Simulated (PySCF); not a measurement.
Si(F)2(OH)(SMe) (CH₄F₂OSSi), SMILES O[Si](F)(SC)F.

Geometry: B3LYP-D3(BJ)/def2-SVP. This is a generated structure with no PubChem entry under its InChIKey; it may be hypothetical. Other conformers were not sampled.

Two levels are set side by side: PBE/def2-TZVP (PySCF) and r2SCAN/def2-TZVP (PySCF). Same geometry, gas phase. Differences are taken from unrounded values.

| quantity | r2SCAN | PBE | PBE minus r2SCAN |
|---|---|---|---|
| orbital gap (eV) | 5.86 | 5.25 | -0.61 |
| highest occupied level (eV) | -6.57 | -6.30 | 0.27 |
| lowest empty level (eV) | -0.71 | -1.05 | -0.33 |
| dipole moment (D) | 2.75 | 2.66 | -0.09 |
| mean polarisability (bohr³) | 55.7 | 57.5 | 1.9 |

Rough cost on one machine, each run with all the roots and properties that it gave: r2SCAN against PBE about 4 times.
